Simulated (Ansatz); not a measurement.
Gas-phase electronic energies from Ansatz, PBE0-D4/def2-TZVP geometries. CCSD(T)/CBS adds triple-zeta CCSD(T) − MP2 to the extrapolated MP2 energy (def2 sets, frozen cores). For Br, Ga outer-core shells are correlated without core-valence functions, which leaves a few kJ/mol of doubt a bond. Scalar relativity is left out up to krypton. Each species was taken in one conformer, which may not be the lowest.

Consider the ligand exchange at a Ga–Br bond: `[OH][Ga]([SH])[Br]` + `CNC` → `C[N](C)[Ga]([OH])[SH]` + HBr.

`[OH][Ga]([SH])[Br]`:

```xyz
6

O    -1.231   -0.585   -0.873
Ga    0.050    0.507   -0.314
S     1.385    0.114    1.375
Br    0.279    2.439   -1.473
H    -1.309   -1.397   -0.367
H     0.826   -1.077    1.651
```

`CNC`:

```xyz
10

C     1.000   -0.394   -0.552
N    -0.043   -0.561    0.434
C    -0.895    0.600    0.548
H     1.580   -1.315   -0.641
H     1.685    0.396   -0.228
H     0.630   -0.118   -1.555
H    -0.600   -1.375    0.210
H    -0.312    1.443    0.931
H    -1.698    0.405    1.261
H    -1.348    0.920   -0.406
```

`C[N](C)[Ga]([OH])[SH]`:

```xyz
14

C    -1.673    0.283   -0.049
N    -0.248    0.287   -0.243
C     0.198    1.242   -1.223
Ga    0.895   -0.801    0.650
O     0.344   -1.984    1.869
S     3.052   -0.719    0.276
H    -2.039    1.263    0.292
H    -2.209    0.040   -0.978
H    -1.968   -0.455    0.701
H    -0.245    1.045   -2.211
H     1.283    1.210   -1.337
H    -0.076    2.269   -0.941
H    -0.604   -1.996    2.015
H     3.289   -1.686    1.179
```

HBr:

```xyz
2

Br    0.629    0.006    0.330
H    -0.629   -0.006   -0.330
```

```csv
species,CCSD(T)/CBS(def2) energy (Eh)
`[OH][Ga]([SH])[Br]`,-4971.54004
`CNC`,-135.00321
`C[N](C)[Ga]([OH])[SH]`,-2532.59211
HBr,-2573.91920
```

(1) Work out ΔE.

Largest T1 diagnostic among the species: 0.013.

## Answers

(1) ΔE = (-2532.59211) + (-2573.91920) − (-4971.54004) − (-135.00321) = 0.03194 Eh = +20.0 kcal/mol.

The D4 term adds −2.2 kcal/mol with B3LYP and −1.3 kcal/mol with PBE0; it sums over pairs of atoms, weighted by their polarisabilities, and B3LYP, whose exchange is more repulsive, gets the larger term. In def2-TZVPP, CCSD(T) changes the Hartree–Fock value by −7.7 kcal/mol (the triples alone add −0.8 kcal/mol) and MP2 by −7.7 kcal/mol.

B3LYP here is the variant with VWN-RPA as its local correlation; programs differ in this.
